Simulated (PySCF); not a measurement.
Si(Me)2(OH)(PH2) (C2H9OPSi), SMILES C[Si](C)(O)P.

Coordinates come from a B3LYP-D3(BJ)/def2-SVP optimisation. Other conformers were not sampled.

Two levels are set side by side: PBE/def2-TZVP (PySCF) and PBE0/def2-TZVP (PySCF). Same geometry, gas phase. Differences are taken from unrounded values.

| quantity | PBE0 | PBE | PBE minus PBE0 |
|---|---|---|---|
| orbital gap (eV) | 7.51 | 5.54 | -1.97 |
| highest occupied level (eV) | -7.16 | -6.05 | 1.11 |
| lowest empty level (eV) | 0.35 | -0.51 | -0.86 |
| dipole moment (D) | 2.67 | 2.57 | -0.09 |
| mean polarisability (bohr³) | 80.3 | 83.1 | 2.8 |

Without exact exchange PBE keeps part of each electron's self-repulsion, which lifts occupied levels and narrows the gap. PBE's more diffuse valence density responds more strongly to a field. Differences between two approximate levels are no errors against the true value.

Rough cost on one machine, each run with all the roots and properties that it gave: PBE0 against PBE within a factor of 2.
